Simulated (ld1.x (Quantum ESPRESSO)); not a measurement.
Mo: one change to a TM potential, before and after

ld1.x (Quantum ESPRESSO) 7.5 input, shortened:

```
&input
   title='Mo', zed=42., rel=1, dft='PBE', iswitch=3,
   config='[Kr] 4d4 5s0 5p0'
 /
 &inputp
   pseudotype=2, tm=.true., lloc=1,
   nlcc=.true., new_core_ps=.true., rcore=1.05
 /
3
4S  1  0   2.00   0.00  1.10  1.10  0.0
4D  3  2   4.00   0.00  1.50  1.50  0.0
4P  2  1   6.00   0.00  1.65  1.65  0.0
 &test
   configts(1)='4s2 4p6 4d4 5s0 5p0'
 /
```

Change: all radii but the core radius scaled by about 1.33 (s 1.46, p 2.20, d 2.00 bohr).

Cutoffs: the cutoffs (Ry, on a coarse ladder) from which the occupation-weighted sum of valence levels, in a spherical-Bessel basis at the reference potential, stays within 10 and 1 mRy of its value at 400 Ry; they do not see the model core or the augmentation charge, which bear on the density cutoff. Errors are all-electron minus pseudo energies relative to the spin-unpolarised reference configuration.

Problem. Predict the effect on cutoff, ghosts and configuration errors.

Solution. The potential gets softer (100 Ry and 180 Ry → 70 Ry and 100 Ry); of the 7 tests that both files solve, the error grows in 7 and shrinks in 0 by more than 15 % and 0.3 meV (median size 44.3 → 96.4 meV); neither file shows a bound ghost. A larger radius leaves more room for a smooth pseudo-wave, so fewer plane waves are needed. More of the atom is replaced by a form fitted at one configuration, so other configurations suffer.

| quantity | base | changed |
| --- | --- | --- |
| cutoff, loose | 100 Ry | 70 Ry |
| cutoff, tight | 180 Ry | 100 Ry |
| loose cutoff by channel (10 mRy a level) | s 90 Ry, d 35 Ry, p 21 Ry | s 55 Ry, d 35 Ry, p 21 Ry |
| bound ghosts | none | none |
| error for 4s2 4p6 4d5 5s1 5p0, meV [ΔE -22.35 eV] | +88 | +260 |
| error for 4s2 4p6 4d5 5s0 5p0, meV [ΔE -15.46 eV] | +4.1 | +8.9 |
| error for 4s2 4p6 4d3 5s0 5p0, meV [ΔE 26.74 eV] | +7.9 | +16 |
| error for 4s1 4p6 4d5 5s1 5p0, meV [ΔE 47.85 eV] | +120 | +348 |
| error for 4s2 4p6 4d4 5s1 5p0, meV [ΔE -14.29 eV] | +127 | +375 |
| error for 4s2 4p6 4d5 5s0 5p1, meV [ΔE -19.21 eV] | +44 | +96 |
| error for 4s2 4p6 4d2 5s0 5p0, meV [ΔE 66.25 eV] | +41 | +81 |
